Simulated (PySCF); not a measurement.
SbHCl2, SMILES [Cl][SbH][Cl].

Coordinates come from a B3LYP-D3(BJ)/def2-TZVP optimisation. The def2 effective core potentials stand for the cores of Sb; spin–orbit coupling is left out.

All values below come from CAM-B3LYP/def2-TZVPD (PySCF).

```yaml
total_energy: -1161.37038 hartree
point_group: Cs
highest_occupied_level: -9.34 eV
lowest_empty_level: -1.12 eV
orbital_gap: 8.23 eV
dipole_moment: 0.611 e·Å
quadrupole, principal values (traceless, Buckingham form, about the centre of nuclear charge): -4.95, 1.35, 3.59 D·Å
mean_static_polarisability: 71.4 bohr³ (10.59 Å³)
polarisability_principal_values: 59.2, 69.6, 85.4 bohr³
```
